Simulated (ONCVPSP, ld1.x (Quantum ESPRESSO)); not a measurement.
Potentials for sulfur (S) compared

Generated with ld1.x 7.5 (TM, RRKJ, ultrasoft, PAW), atompaw 4.2 or ONCVPSP 4.0.1. The cutoff is in Ry: for ld1.x and atompaw files where the sum of valence levels is converged to 10 mRy in a Bessel basis, for ONCV files where the hardest occupied wave has 1 mHa per electron of residual kinetic energy. The error is the largest all-electron minus pseudo excitation energy over each file’s own four to seven test configurations (ionisations up to +4, promotions, holes and added fractions of an electron), all of which were solved. The labels leave out finer settings (local radius, basis sizes, second energies), which also bear on the numbers. Spin-polarised tests are not counted. The rows are a selection from randomly drawn settings: files with unsolved tests, undetermined cutoffs or missed reference levels are left out.

A true bound ghost makes a file unfit for plane-wave use even where its test errors are small: the radial tests pick states by their node count and pass the ghost by.

```csv
potential,cutoff (Ry),largest error (meV),bound ghosts
"ultrasoft, PBE, scalar-relativistic, rc 1.35/1.55 (sp), local smoothed, core correction yes, reference 3s2 3p3.5",21,+107,none
"ONCV, LDA (Perdew-Zunger), scalar-relativistic, rc 1.20/1.30/1.00 (spd), local smoothed, core correction no, reference 3s1.5 3p4.5, qcut 6.1/6.5/9.7, projectors 1/2/2",26,-1.5,s
```

Q: Fill in the row for S: ONCV, PBE, scalar-relativistic, rc 1.50/1.45 (sp), local smoothed, core correction yes, reference 3s2 3p4, qcut 4.7/6.4, projectors 2/1.

A: cutoff 23 Ry, largest error -24 meV, bound ghosts: none.

Q: Fill in the row for S: ONCV, LDA (Perdew-Wang 92), scalar-relativistic, rc 1.55/1.10 (sp), local p, core correction yes, reference 3s2 3p4, qcut 5.1/6.1, projectors 2/0.

A: cutoff 251 Ry, largest error -5.5 meV, bound ghosts: none.

Q: Fill in the row for S: TM, LDA (PZ), scalar-relativistic, rc 1.02/1.78 (sp), local s, core correction yes, reference 3s2 3p4.

A: cutoff 80 Ry, largest error +269 meV, bound ghosts: none.
